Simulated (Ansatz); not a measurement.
Relaxation of Cl₂H₂OSn (6 atoms, charge 0, multiplicity 1), to a largest force component of 0.02 eV/Å in at most 40 steps.

These are results of RKS B3LYP/def2-SVP in Ansatz 0.2.0, not measurements.

```xyz
6
Properties=species:S:1:pos:R:3:forces:R:3
Sn 0.000 0.000 0.000 0.14 0.01 -1.14
O 0.000 0.000 1.960 -1.50 -0.59 1.03
H -0.909 -0.281 2.297 1.63 0.44 -0.51
Cl 2.273 0.000 -0.802 -0.78 -0.06 0.38
H -0.820 1.420 -0.579 0.18 -0.29 0.00
Cl -1.135 -1.967 -0.802 0.33 0.49 0.24
```

**Question.** Where does it end, and by what steps?

**Answer.** It converged. The force dipped under the threshold on the way, but the program's further checks kept it going. After 12 steps the energy has fallen by 0.199 eV; H3 moved furthest, 0.82 Å.

| step | energy less start (eV) | largest force component (eV/Å) | accepted |
| --- | --- | --- | --- |
| 0 | 0.0000 | 1.629 | yes |
| 1 | -0.0893 | 1.288 | yes |
| 2 | -0.1182 | 0.978 | yes |
| 3 | -0.1503 | 0.247 | yes |
| 4 | -0.1773 | 0.208 | yes |
| 5 | -0.1933 | 0.097 | yes |
| 6 | -0.1984 | 0.033 | yes |
| 7 | -0.1990 | 0.029 | yes |
| 8 | -0.1991 | 0.015 | yes |
| 9 | -0.1989 | 0.106 | no |
| 10 | -0.1991 | 0.021 | yes |
| 11 | -0.1991 | 0.015 | no |
| 12 | -0.1991 | 0.002 | yes |

```xyz
6
Properties=species:S:1:pos:R:3
Sn -0.158 0.080 -0.064
O -0.466 0.211 1.883
H -0.139 -0.559 2.371
Cl 2.153 -0.175 -0.457
H -0.782 1.489 -0.787
Cl -1.199 -1.874 -0.874
```

Time of the run: 57 s on 1 thread of Arm Neoverse V1 (shared host), peak memory 0.19 GiB.
